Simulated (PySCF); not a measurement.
**Bond curve of CaHg⁺**

Set-up: basis Ca def2-SVP, Hg def2-SVP with ECP60; scalar-relativistic core potentials; PySCF 2.14. Energies in eV from Ca⁺ + Hg in their ground configurations at the same level. State: ²Σ⁺ (doublet), unpaired electrons σ ↑.

All columns are PBE0. A positive dipole points towards Hg; it is taken about the centre of mass and depends on that origin.

```json
{"R (Å)": "2.839", "E (eV)": "-0.242", "μ (D)": "-7.54", "Mulliken charge on Ca (basis-dependent)": "0.68", "HOMO (eV)": "-8.92", "LUMO (eV)": "-6.84", "Mayer bond order": "0.65", "⟨S²⟩": "0.75"}
{"R (Å)": "2.971", "E (eV)": "-0.358", "μ (D)": "-8.12", "Mulliken charge on Ca (basis-dependent)": "0.71", "HOMO (eV)": "-8.98", "LUMO (eV)": "-6.90", "Mayer bond order": "0.60", "⟨S²⟩": "0.75"}
{"R (Å)": "3.103", "E (eV)": "-0.418", "μ (D)": "-8.72", "Mulliken charge on Ca (basis-dependent)": "0.74", "HOMO (eV)": "-9.03", "LUMO (eV)": "-6.95", "Mayer bond order": "0.54", "⟨S²⟩": "0.75"}
{"R (Å)": "3.202", "E (eV)": "-0.437", "μ (D)": "-9.19", "Mulliken charge on Ca (basis-dependent)": "0.76", "HOMO (eV)": "-9.08", "LUMO (eV)": "-6.99", "Mayer bond order": "0.50", "⟨S²⟩": "0.75"}
{"R (Å)": "3.301", "E (eV)": "-0.442", "μ (D)": "-9.66", "Mulliken charge on Ca (basis-dependent)": "0.78", "HOMO (eV)": "-9.12", "LUMO (eV)": "-7.03", "Mayer bond order": "0.46", "⟨S²⟩": "0.75"}
{"R (Å)": "3.400", "E (eV)": "-0.435", "μ (D)": "-10.15", "Mulliken charge on Ca (basis-dependent)": "0.80", "HOMO (eV)": "-9.17", "LUMO (eV)": "-7.07", "Mayer bond order": "0.42", "⟨S²⟩": "0.75"}
{"R (Å)": "3.532", "E (eV)": "-0.414", "μ (D)": "-10.81", "Mulliken charge on Ca (basis-dependent)": "0.82", "HOMO (eV)": "-9.23", "LUMO (eV)": "-7.12", "Mayer bond order": "0.37", "⟨S²⟩": "0.75"}
{"R (Å)": "3.697", "E (eV)": "-0.377", "μ (D)": "-11.66", "Mulliken charge on Ca (basis-dependent)": "0.85", "HOMO (eV)": "-9.30", "LUMO (eV)": "-7.17", "Mayer bond order": "0.32", "⟨S²⟩": "0.75"}
{"R (Å)": "3.895", "E (eV)": "-0.326", "μ (D)": "-12.69", "Mulliken charge on Ca (basis-dependent)": "0.88", "HOMO (eV)": "-9.38", "LUMO (eV)": "-7.23", "Mayer bond order": "0.25", "⟨S²⟩": "0.75"}
{"R (Å)": "4.159", "E (eV)": "-0.258", "μ (D)": "-14.09", "Mulliken charge on Ca (basis-dependent)": "0.91", "HOMO (eV)": "-9.48", "LUMO (eV)": "-7.29", "Mayer bond order": "0.19", "⟨S²⟩": "0.75"}
```

A fit through these points gives, at Re = 3.284 Å, μ = -9.58 D and dμ/dR = -4.85 D/Å; the reduced mass is 33.36 u.

Question: How strong is the fundamental in the double-harmonic approximation, I = 42.26·(dμ/dR)²/μred km/mol?

Answer: I = 42.26·(-4.85)²/33.36 = 29.8 km/mol at PBE0.

Spin–orbit coupling is left out. For an ion De counts to the pair picked by the measured ionisation energies or electron affinities, which need not be the lowest pair at this level. The state is the lowest determinant that a PBE0 search found; another state may lie lower at other levels.
